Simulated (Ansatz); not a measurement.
Q: Name a neutral molecule of C, F, S, Zr and H with HOMO energy (ωB97M-V/def2-TZVPP) between -9.30 and -9.00 eV and HOMO–LUMO gap (B3LYP/def2-TZVPP) between 4.45 and 4.75 eV (Ansatz, PBE0-D4/def2-TZVP geometry).

A: `C[S][Zr]([F])([S]C)[S]C` (-9.02 eV, 4.71 eV). Other molecules can fit too; these were computed, each in one conformer that needn't be the lowest.

B3LYP here is the variant with VWN-RPA as its local correlation; programs differ in this.
